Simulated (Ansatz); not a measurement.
```xyz
12

O     0.237    0.909   -0.911
C    -1.031    0.984   -0.152
O    -1.478   -0.267    0.070
Si   -0.414   -1.432    0.761
Al    1.580   -0.437   -0.278
H     0.593    1.796   -1.043
H    -1.736    1.534   -0.781
H    -0.809    1.542    0.769
H    -1.005   -2.725    0.322
H    -0.618   -1.367    2.242
H     2.505    0.507    0.623
H     2.176   -1.043   -1.622
```

Charge 0, multiplicity 1. The bonds changed during the relaxation, so this is another structure than the one it started from.

Problem. List the PBE0/def2-TZVPP orbital energies in eV (Ansatz 0.2.0). (Best estimate.)

Solution. Computed: Occupied: -1802.56, -1527.05, -525.02, -523.22, -281.96, -144.84, -112.93, -99.56, -99.47, -99.44, -73.01, -72.88, -72.85, -31.10, -28.98, -19.90, -16.82, -15.73, -14.91, -13.57, -12.41, -11.37, -10.68, -9.96, -9.61, -8.52, -7.81, -6.90. Lowest empty: -0.60, 0.24, 0.61, 0.84, 1.55, 1.67, 2.41, 2.58.
